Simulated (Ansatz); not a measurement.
Molecular dynamics of H₂KTe, charge +1

Input file:

```yaml
crystal:
  periodic: [false, false, false]
  atoms:
    - { symbol: K, position_ang: [0.259177, 0.028131, -2.701926] }
    - { symbol: Te, position_ang: [-0.148142, 0.757239, 0.703823] }
    - { symbol: H, position_ang: [-1.22641, -0.516073, 0.885416] }
    - { symbol: H, position_ang: [1.115274, -0.269197, 1.112687] }
total_charge: 1
basis:
  gaussian: { orbitals: def2-SVP }
hamiltonian:
  xc: lda
md:
  timestep: 1.0
  n_steps: 250
  ensemble: nve
  temperature: 300.0
  initial_velocities: maxwell_boltzmann
  seed: 970982
scf:
  lower_state_search: "off"
```

Launched with:

```bash
$ ansatz run input.yaml --threads 1 --pin off --max-ram 2048MiB --backend cpu --events-out ev --progress --plain --runs-dir out
```

It starts from a relaxed structure.

Output, in part (one step line in 9, the closing report, with atoms numbered from 0):

```
md step     0: t =     0.00 fs  T =   300.0 K  F+E_penalty+E_count = -23584.88274662 eV  E_kin = 0.077556 eV  conserved = -23584.80519062 eV  (14 SCF iters)
md step     9: t =     9.00 fs  T =   170.3 K  F+E_penalty+E_count = -23584.84895903 eV  E_kin = 0.044033 eV  conserved = -23584.80492618 eV  (18 SCF iters)
md step    18: t =    18.00 fs  T =   174.0 K  F+E_penalty+E_count = -23584.84990859 eV  E_kin = 0.044992 eV  conserved = -23584.80491665 eV  (19 SCF iters)
md step    27: t =    27.00 fs  T =    38.0 K  F+E_penalty+E_count = -23584.81443308 eV  E_kin = 0.009818 eV  conserved = -23584.80461549 eV  (19 SCF iters)
md step    36: t =    36.00 fs  T =    72.2 K  F+E_penalty+E_count = -23584.82327550 eV  E_kin = 0.018672 eV  conserved = -23584.80460335 eV  (19 SCF iters)
md step    45: t =    45.00 fs  T =   104.2 K  F+E_penalty+E_count = -23584.83158966 eV  E_kin = 0.026929 eV  conserved = -23584.80466064 eV  (19 SCF iters)
md step    54: t =    54.00 fs  T =   186.0 K  F+E_penalty+E_count = -23584.85297509 eV  E_kin = 0.048089 eV  conserved = -23584.80488597 eV  (19 SCF iters)
md step    63: t =    63.00 fs  T =   258.3 K  F+E_penalty+E_count = -23584.87181112 eV  E_kin = 0.066774 eV  conserved = -23584.80503683 eV  (19 SCF iters)
md step    72: t =    72.00 fs  T =   215.8 K  F+E_penalty+E_count = -23584.86085626 eV  E_kin = 0.055783 eV  conserved = -23584.80507278 eV  (19 SCF iters)
md step    81: t =    81.00 fs  T =   176.7 K  F+E_penalty+E_count = -23584.85074234 eV  E_kin = 0.045675 eV  conserved = -23584.80506703 eV  (18 SCF iters)
md step    90: t =    90.00 fs  T =    51.0 K  F+E_penalty+E_count = -23584.81791874 eV  E_kin = 0.013183 eV  conserved = -23584.80473573 eV  (19 SCF iters)
md step    99: t =    99.00 fs  T =   103.5 K  F+E_penalty+E_count = -23584.83144018 eV  E_kin = 0.026757 eV  conserved = -23584.80468306 eV  (19 SCF iters)
md step   108: t =   108.00 fs  T =    51.2 K  F+E_penalty+E_count = -23584.81774705 eV  E_kin = 0.013224 eV  conserved = -23584.80452345 eV  (12 SCF iters)
md step   117: t =   117.00 fs  T =   207.0 K  F+E_penalty+E_count = -23584.85835685 eV  E_kin = 0.053524 eV  conserved = -23584.80483318 eV  (19 SCF iters)
md step   126: t =   126.00 fs  T =   168.8 K  F+E_penalty+E_count = -23584.84848100 eV  E_kin = 0.043626 eV  conserved = -23584.80485491 eV  (19 SCF iters)
md step   135: t =   135.00 fs  T =   249.5 K  F+E_penalty+E_count = -23584.86965165 eV  E_kin = 0.064501 eV  conserved = -23584.80515031 eV  (19 SCF iters)
md step   144: t =   144.00 fs  T =   174.3 K  F+E_penalty+E_count = -23584.85012064 eV  E_kin = 0.045054 eV  conserved = -23584.80506712 eV  (19 SCF iters)
md step   153: t =   153.00 fs  T =   136.7 K  F+E_penalty+E_count = -23584.84026603 eV  E_kin = 0.035343 eV  conserved = -23584.80492327 eV  (19 SCF iters)
md step   162: t =   162.00 fs  T =    84.2 K  F+E_penalty+E_count = -23584.82650414 eV  E_kin = 0.021768 eV  conserved = -23584.80473650 eV  (19 SCF iters)
md step   171: t =   171.00 fs  T =    93.0 K  F+E_penalty+E_count = -23584.82866555 eV  E_kin = 0.024052 eV  conserved = -23584.80461327 eV  (19 SCF iters)
md step   180: t =   180.00 fs  T =   137.6 K  F+E_penalty+E_count = -23584.84016408 eV  E_kin = 0.035565 eV  conserved = -23584.80459924 eV  (19 SCF iters)
md step   189: t =   189.00 fs  T =   170.5 K  F+E_penalty+E_count = -23584.84878262 eV  E_kin = 0.044081 eV  conserved = -23584.80470148 eV  (19 SCF iters)
md step   198: t =   198.00 fs  T =   227.3 K  F+E_penalty+E_count = -23584.86378840 eV  E_kin = 0.058766 eV  conserved = -23584.80502259 eV  (19 SCF iters)
md step   207: t =   207.00 fs  T =   147.5 K  F+E_penalty+E_count = -23584.84314284 eV  E_kin = 0.038142 eV  conserved = -23584.80500115 eV  (19 SCF iters)
md step   216: t =   216.00 fs  T =   206.5 K  F+E_penalty+E_count = -23584.85853606 eV  E_kin = 0.053395 eV  conserved = -23584.80514060 eV  (19 SCF iters)
md step   225: t =   225.00 fs  T =    78.8 K  F+E_penalty+E_count = -23584.82525450 eV  E_kin = 0.020368 eV  conserved = -23584.80488625 eV  (19 SCF iters)
md step   234: t =   234.00 fs  T =   132.2 K  F+E_penalty+E_count = -23584.83892369 eV  E_kin = 0.034165 eV  conserved = -23584.80475829 eV  (19 SCF iters)
md step   243: t =   243.00 fs  T =    64.6 K  F+E_penalty+E_count = -23584.82120015 eV  E_kin = 0.016690 eV  conserved = -23584.80450975 eV  (19 SCF iters)
md step   250: t =   250.00 fs  T =   134.2 K  F+E_penalty+E_count = -23584.83939642 eV  E_kin = 0.034698 eV  conserved = -23584.80469842 eV  (19 SCF iters)
Total energy: -23584.83946268 eV, -866.7268638752 hartree
Atom 0 at     0.264278     0.027754    -2.724934 Å, force    -0.029420    -0.041470     0.029313 eV/Å
Atom 1 at    -0.149380     0.756572     0.706695 Å, force    -0.441234    -0.316988     0.286606 eV/Å
Atom 2 at    -1.223600    -0.437886     1.297662 Å, force     0.204899     0.396858    -0.320035 eV/Å
Atom 3 at     1.071345    -0.248269     1.229319 Å, force     0.265755    -0.038401     0.004116 eV/Å
Dipole moment:     0.260271    -0.524111    -2.037150 e Å
```

The run went to its last step. The conserved energy stayed within 0.17 meV per atom of its start (net change 0.12 meV per atom), so the integration is sound. The temperature averaged 0.49 of the 300 K drawn at the start: a run that starts near a minimum puts about half its kinetic energy into the potential. A run of 0.25 ps of so small a system gives no equilibrium averages. Limits of this set-up: the dipole of an ion depends on the origin.

The same pairs are bonded in the first frame and the last. Pairs count as bonded within 1.25 times the sum of covalent radii (0.12 Å more for H–H).

Last frame:

```xyz
4
Properties=species:S:1:pos:R:3
K 0.264 0.028 -2.725
Te -0.149 0.757 0.707
H -1.224 -0.438 1.298
H 1.071 -0.248 1.229
```

Time of the run: 5.2 min on 1 CPU thread of a shared host.
